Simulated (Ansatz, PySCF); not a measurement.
This PySCF input computes a CCSD(T)/cc-pVDZ energy:

```python
from pyscf import gto, scf, mp, cc as ccmod

mol = gto.M(
    atom='''
    B    -0.67550948    0.14887937   -0.00613855
    N     0.63011679   -0.09718899    0.00592163
    H    -1.44672840   -0.78084810   -0.01830614
    H    -1.10635803    1.26961877   -0.00524130
    H     1.51981634   -0.55284460    0.01278881
    ''',
    basis='cc-pvdz',
    charge=0,
    spin=1,
    verbose=4,
)

mf = scf.UHF(mol)
mf.conv_tol = 1e-10
mf.max_cycle = 100
mf.kernel()
mo, _, stable, _ = mf.stability(return_status=True)
if not stable:
    mf.kernel(mf.make_rdm1(mo, mf.mo_occ))
mp2 = mp.MP2(mf, frozen=2).run()
cc = ccmod.CCSD(mf, frozen=2)
cc.max_cycle = 100
cc.kernel()
et = cc.ccsd_t()
print(f'E(CCSD(T)) = {cc.e_tot + et:.9f}')
```

Question: Write an input for the same energy in Ansatz (an electronic-structure program) and say what it gives.

Answer: 
Ansatz 0.2 input:
```yaml
crystal:
  periodic: [false, false, false]
  atoms:
    - {symbol: B, position_ang: [-0.67550948, 0.14887937, -0.00613855]}
    - {symbol: N, position_ang: [0.63011679, -0.09718899, 0.00592163]}
    - {symbol: H, position_ang: [-1.44672840, -0.78084810, -0.01830614]}
    - {symbol: H, position_ang: [-1.10635803, 1.26961877, -0.00524130]}
    - {symbol: H, position_ang: [1.51981634, -0.55284460, 0.01278881]}
basis:
  gaussian:
    orbitals: cc-pVDZ
magnetization: {spin_polarized: true, initial_magnetization: 1}
correlation: {method: ccsd_t, electrons: outside_noble_gas}
```
It gives -81.11359 Eh, and PySCF -81.11359 Eh, a difference of 0.00 mEh.

It need not be the lowest isomer of its formula.
